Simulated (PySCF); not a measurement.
**Electron correlation in Ge⁺ (germanium, charge +1)**

[Ar] 3d10 4s2 4p1, 2P determinant. Calculation: PySCF 2.14, in def2-TZVPPD (7s5p5d1f, 54 functions); no relativity, point nucleus. Frozen: [Ar] 3d10; 3 electrons correlated.

MP2 pair energies summed by pair of shells (mhartree):

```tsv
pair	energy	share (%)
4s-4s	-21.22	56.6
4s-4p	-16.28	43.4
```

Total MP2 correlation energy: -37.50 mhartree.

Same-spin part -2.51 and opposite-spin part -34.98 mhartree; SCS-MP2 scales them by 1/3 and 6/5 to -42.82 mhartree.
